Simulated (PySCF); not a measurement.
Electron correlation in F²⁺ (fluorine, charge +2)

[He] 2s2 2p3, high-spin 4S determinant. Calculation: PySCF 2.14, in x2c-QZVPPall with one added diffuse shell each of s, p, d, f type (8s5p4d3f1g, 73 functions); scalar relativity by spin-free X2C-1e. Frozen: 1s2; 5 electrons correlated.

| level | correlation energy (mhartree) |
| --- | --- |
| CCSD | -121.60 |
| (T) | -1.42 |
| CCSD(T) | -123.02 |

Diagnostics: T1 = 0.0029, D1 = 0.0074, largest double amplitude 0.026.

Cost of the coupled-cluster step: about 4 core-seconds, for 5 correlated electrons.
